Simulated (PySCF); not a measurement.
C₄H₂F₃NS.
Bonds: F1–C2, C2–F3, C2–F4, C2–C5, C5–C6 (aromatic), C6–S7 (aromatic), S7–C8 (aromatic), C8–N9 (aromatic), C5–N9 (aromatic). Hydrogens: H10 on C6; H11 on C8.

Computed by this run: BHandHLYP/def2-SVP geometry optimisation, gas phase in PySCF; density fitting, grid level 1; the optimiser is geomeTRIC in internal coordinates, started from a GFN2-xTB structure.

Step 0: E = -24635.7417 eV
```
atom  x, y, z in Å  |  force x, y, z in eV/Å
F1     -2.0129   -1.3640   -0.4466    0.437   0.670   0.277
C2     -1.6199   -0.1515   -0.0352   -1.261  -0.086  -0.056
F3     -2.1780    0.0488    1.1657    0.526  -0.143  -0.631
F4     -2.1818    0.7375   -0.8719    0.553  -0.390   0.402
C5     -0.1304   -0.0104   -0.0061    0.167   0.366  -0.303
C6      0.5877    0.8979   -0.7299   -0.182  -0.317   0.258
S7      2.2553    0.7154   -0.3989   -0.185  -0.227   0.178
C8      1.8513   -0.5736    0.6913   -0.097   0.338  -0.308
N9      0.6007   -0.8292    0.7875   -0.202  -0.214   0.165
H10     0.2229    1.6359   -1.4150   -0.167   0.231  -0.222
H11     2.6088   -1.1025    1.2329    0.410  -0.226   0.240
```

Step 1: E = -24635.7668 eV
```
atom  x, y, z in Å  |  force x, y, z in eV/Å
F1     -2.0346   -1.2779   -0.5769   -0.127  -0.166  -0.062
C2     -1.6291   -0.1469   -0.0350    0.587   0.176   0.053
F3     -2.1209   -0.0806    1.1860   -0.172  -0.023   0.074
F4     -2.1374    0.8532   -0.7432   -0.240   0.003  -0.065
C5     -0.1319   -0.0316   -0.0156   -0.145  -0.031   0.026
C6      0.5690    0.8528   -0.7681    0.093  -0.013  -0.079
S7      2.2360    0.6898   -0.4140   -0.002   0.030  -0.015
C8      1.8453   -0.5496    0.7208    0.008  -0.054   0.011
N9      0.5933   -0.8245    0.8169    0.024   0.078   0.034
H10     0.1901    1.5531   -1.4985    0.018   0.021   0.065
H11     2.6241   -1.0337    1.3015   -0.045  -0.021  -0.042
```

Question: Estimate the geometry and energy of step 2. (The exact step hangs on the optimiser's Hessian estimate; all steps are aligned on step 1, rigid shifts and turns removed.)

Answer: E = -24635.7727 eV, largest force 0.178 eV/Å
```
atom  x, y, z in Å  |  force x, y, z in eV/Å
F1     -2.0066   -1.3033   -0.5456    0.078  -0.140  -0.051
C2     -1.6277   -0.1460   -0.0317   -0.070   0.111  -0.040
F3     -2.1383   -0.0740    1.1839    0.056   0.043   0.067
F4     -2.1891    0.8107   -0.7637    0.103   0.047  -0.015
C5     -0.1347    0.0004   -0.0135    0.052   0.051   0.136
C6      0.5882    0.8702   -0.7655   -0.131   0.023  -0.104
S7      2.2535    0.6791   -0.4194   -0.080  -0.023  -0.026
C8      1.8414   -0.5553    0.7133   -0.047   0.011   0.077
N9      0.5834   -0.7899    0.8275    0.053  -0.161  -0.055
H10     0.2236    1.5833   -1.4893   -0.007   0.030  -0.004
H11     2.6100   -1.0712    1.2778   -0.007   0.007   0.016
```

The energy changes by -0.0058 eV. The first-order estimate −F·Δx gives -0.0240 eV and the mean of the old and new forces, exact on a quadratic surface, -0.0058 eV. The step makes an angle of 75° with the force vector and moves no atom by more than 0.070 Å.

What follows is the cost of the whole optimisation. The run took 81 s wall on one thread of an Intel Xeon Platinum 8259CL at 2.50 GHz, no GPU, shared host, and the process peaked at 0.60 GiB of memory.
